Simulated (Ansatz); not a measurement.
Relaxation of the cluster Ti2O3⁺ with UKS B3LYP-D4/def2-SVP.

```sh
$ ansatz run in.yaml --threads 4 --pin off --events-out ev --progress --plain --max-ram 4787MiB
```

```yaml
crystal:
  periodic: [false, false, false]
  atoms:
    - {symbol: Ti, position_ang: [0.549190, -0.853480, -0.490120]}
    - {symbol: Ti, position_ang: [-1.347920, 1.051300, -0.693240]}
    - {symbol: O, position_ang: [0.832290, 0.569430, 0.636140]}
    - {symbol: O, position_ang: [0.115160, -2.287960, 0.075190]}
    - {symbol: O, position_ang: [-0.148720, 1.520700, 0.472020]}
basis:
  gaussian: {orbitals: def2-SVP}
total_charge: 1
magnetization: {spin_polarized: true, initial_magnetization: 1}
hamiltonian: {xc: {name: B3LYP}, dispersion: d4}
scf: {lower_state_search: "off"}
output: {orbitals: {seedname: orbitals}}
relax: {f_tol: 0.02, max_steps: 100}
```

It took 3.1 min on 4 threads of Intel Xeon on a shared host.

Positions (Å) and forces (eV/Å) at steps 1, 2, 3, 4, 5, 6, 7, 8, 9, 10, 11, 12, 13, 14, 15, 16, 17, 18, 19, 21 of 21:

```xyz
5
step=1 energy=-52352.5993 eV
Ti    0.549   -0.853   -0.490    0.911   -2.530   -1.239
Ti   -1.348    1.051   -0.693   -1.643    0.522   -0.457
O     0.832    0.569    0.636    0.679    0.222    1.489
O     0.115   -2.288    0.075   -0.044    1.159    0.089
O    -0.149    1.521    0.472    0.098    0.627    0.118
5
step=2 energy=-52352.9058 eV
Ti    0.731   -0.908   -0.522   -0.728   -1.299    0.213
Ti   -1.458    1.076   -0.651    0.020   -0.117    0.048
O     0.810    0.536    0.686   -0.016    0.149    0.439
O     0.043   -2.239    0.078    0.617    1.610   -0.483
O    -0.126    1.535    0.408    0.107   -0.343   -0.217
5
step=3 energy=-52353.0173 eV
Ti    0.727   -0.868   -0.537    0.232    0.475   -0.223
Ti   -1.459    0.973   -0.641    0.083    0.185    0.186
O     0.844    0.532    0.751    0.164   -0.112    0.270
O    -0.014   -2.123    0.061   -0.212   -0.174    0.216
O    -0.098    1.486    0.366   -0.266   -0.375   -0.448
5
step=4 energy=-52353.0863 eV
Ti    0.765   -0.823   -0.533    0.306    1.112   -0.029
Ti   -1.499    0.897   -0.603    0.172    0.180    0.101
O     0.859    0.514    0.835    0.213   -0.171    0.004
O    -0.075   -2.024    0.032   -0.429   -0.604    0.292
O    -0.049    1.435    0.269   -0.262   -0.517   -0.368
5
step=5 energy=-52353.2854 eV
Ti    0.788   -0.717   -0.521    0.640    1.482    0.586
Ti   -1.558    0.791   -0.576    0.029   -0.024    0.045
O     0.920    0.491    0.964   -0.026   -0.128   -0.791
O    -0.160   -1.874   -0.001   -0.761   -0.341    0.142
O     0.011    1.308    0.134    0.118   -0.988    0.018
5
step=6 energy=-52353.6113 eV
Ti    0.860   -0.672   -0.476    0.691    0.536    0.272
Ti   -1.577    0.683   -0.563    0.042   -0.665    0.153
O     0.989    0.510    0.982   -0.080    0.118   -0.397
O    -0.284   -1.730   -0.051   -0.940    0.436   -0.164
O     0.011    1.209    0.108    0.287   -0.425    0.136
5
step=7 energy=-52354.0799 eV
Ti    0.928   -0.682   -0.431    1.075    0.413    0.331
Ti   -1.565    0.553   -0.529    0.046   -1.225    0.356
O     1.029    0.548    0.985   -0.172    0.092   -0.330
O    -0.405   -1.589   -0.123   -1.441    0.819   -0.390
O     0.013    1.170    0.098    0.491   -0.099    0.033
5
step=8 energy=-52354.6627 eV
Ti    1.003   -0.688   -0.391   -0.632   -0.186    0.882
Ti   -1.543    0.418   -0.479   -0.221   -1.476    0.384
O     1.037    0.575    0.982    0.085   -0.131   -0.229
O    -0.528   -1.453   -0.190    0.041    1.510   -0.828
O     0.031    1.148    0.078    0.727    0.282   -0.208
5
step=9 energy=-52355.0898 eV
Ti    1.040   -0.715   -0.288   -0.478    0.482    0.622
Ti   -1.556    0.287   -0.382   -0.671    0.046    0.336
O     1.048    0.614    0.981    0.050   -0.325   -0.041
O    -0.607   -1.336   -0.324    0.448   -0.376   -0.433
O     0.075    1.150    0.013    0.650    0.172   -0.484
5
step=10 energy=-52355.2241 eV
Ti    1.047   -0.748   -0.157   -1.177    0.170   -0.376
Ti   -1.588    0.280   -0.192    0.367   -0.570   -0.122
O     0.996    0.667    0.997   -0.200   -0.019    0.017
O    -0.607   -1.351   -0.518    0.569    0.710    0.430
O     0.151    1.152   -0.130    0.441   -0.292    0.050
5
step=11 energy=-52355.2963 eV
Ti    1.027   -0.709   -0.204   -0.240    0.017   -0.227
Ti   -1.560    0.256   -0.196   -0.252    0.033    0.103
O     0.959    0.641    1.024   -0.241    0.124    0.081
O    -0.614   -1.345   -0.479    0.359    0.187    0.083
O     0.189    1.158   -0.145    0.375   -0.361   -0.041
5
step=12 energy=-52355.3480 eV
Ti    1.027   -0.673   -0.245    0.495   -0.521   -0.230
Ti   -1.551    0.247   -0.131   -0.219    0.603    0.250
O     0.856    0.619    1.060   -0.325    0.184    0.072
O    -0.600   -1.313   -0.469    0.145   -0.574   -0.118
O     0.267    1.119   -0.214   -0.095    0.308    0.026
5
step=13 energy=-52355.4262 eV
Ti    1.035   -0.676   -0.275    0.400   -0.576   -0.022
Ti   -1.525    0.276   -0.073    0.198    0.448    0.427
O     0.760    0.606    1.075   -0.605    0.152   -0.391
O    -0.574   -1.319   -0.464    0.067   -0.492   -0.211
O     0.304    1.112   -0.263   -0.061    0.468    0.198
5
step=14 energy=-52355.6492 eV
Ti    1.050   -0.687   -0.288   -0.049   -0.762   -0.114
Ti   -1.438    0.296    0.074    0.292    0.429    0.444
O     0.561    0.588    1.070   -0.660    0.565   -1.134
O    -0.552   -1.312   -0.496    0.323   -0.646   -0.243
O     0.378    1.114   -0.361    0.094    0.415    1.046
5
step=15 energy=-52355.6085 eV rejected
Ti    1.030   -0.743   -0.290    0.611    0.352   -0.116
Ti   -1.329    0.329    0.223   -1.718   -0.243   -0.602
O     0.370    0.611    1.039    1.347    0.750   -0.774
O    -0.511   -1.353   -0.548   -0.586   -0.431    0.039
O     0.440    1.156   -0.424    0.346   -0.428    1.453
5
step=16 energy=-52355.7977 eV
Ti    1.030   -0.746   -0.292   -0.361    0.475    0.090
Ti   -1.395    0.324    0.136    0.528   -0.132    0.018
O     0.486    0.633    1.028   -0.265   -0.154   -0.435
O    -0.534   -1.395   -0.530    0.090    0.386    0.145
O     0.414    1.184   -0.342    0.008   -0.574    0.183
5
step=17 energy=-52355.8141 eV
Ti    1.028   -0.728   -0.290    0.253   -0.168   -0.168
Ti   -1.370    0.325    0.160   -0.407   -0.180   -0.146
O     0.445    0.622    1.009    0.212    0.166    0.393
O    -0.527   -1.372   -0.527   -0.196   -0.019    0.040
O     0.424    1.153   -0.352    0.137    0.200   -0.118
5
step=18 energy=-52355.6649 eV rejected
Ti    1.070   -0.715   -0.331   -2.281    0.140    0.364
Ti   -1.339    0.278    0.103   -0.318    0.138    0.202
O     0.444    0.625    1.031    0.404   -0.072   -0.254
O    -0.604   -1.369   -0.476    1.775   -0.016   -0.273
O     0.429    1.181   -0.327    0.421   -0.190   -0.039
5
step=19 energy=-52355.8248 eV
Ti    1.027   -0.727   -0.297   -0.010    0.060   -0.001
Ti   -1.376    0.306    0.143   -0.058    0.072    0.029
O     0.460    0.630    1.021    0.001   -0.001   -0.034
O    -0.541   -1.372   -0.520    0.041   -0.059   -0.021
O     0.430    1.162   -0.347    0.025   -0.072    0.026
5
step=21 energy=-52355.8255 eV
Ti    1.029   -0.725   -0.299    0.003   -0.005   -0.006
Ti   -1.381    0.311    0.146   -0.004   -0.001    0.000
O     0.458    0.629    1.021   -0.003    0.003    0.007
O    -0.537   -1.373   -0.521    0.002    0.004    0.003
O     0.431    1.158   -0.347    0.002    0.000   -0.003
```

The charge 1 doublet is spin-contaminated (final ⟨S²⟩ up to 1.75, 0.75 for a pure state). The structure comes from a short search, and lower isomers may exist.
